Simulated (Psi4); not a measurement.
F3Sc, singlet, geometry from GFN2-xTB (such geometries of metal compounds can be far from the true shape). Base run: TPSS/def2-SVP (Psi4).

Geometry (Å):
```xyz
4

Sc     0.0000     0.0000     0.0000
F     -1.4920    -0.9247     0.0632
F     -0.0010     1.6240    -0.6690
F      1.4929    -0.6994     0.6058
```
Charge 0, spin multiplicity 1.
All else is at Psi4's defaults (density fitting; Cartesian or spherical functions as each basis is defined).

Each row names what was changed in the base input (with any setting that the change needs).

```
change               basis functions       E (Eh)  core-seconds (rough)
-------------------  ---------------  -----------  --------------------
base                              73  -1060.20051                    10
basis = 3-21G                     56  -1055.21636                    10
basis = def2-SV(P)                66  -1060.19064                    10
basis = pcseg-1                   73  -1060.39242                    10
basis = cc-pVDZ                   85  -1060.57744                    20
basis = def2-SVPD                103  -1060.23379                    10
basis = aug-pcseg-1              116  -1060.41168                    20
basis = def2-TZVP                138  -1060.67104                    10
basis = pcseg-2                  146  -1060.68064                    20
basis = cc-pVTZ                  158  -1060.67220                    30
basis = def2-TZVPD               168  -1060.67441                    20
basis = aug-cc-pVTZ              231  -1060.67762                    70
basis = def2-QZVPP               264  -1060.70707                    30
```

Totals compare only among sets that treat the same electrons; sets with core potentials leave the core out.
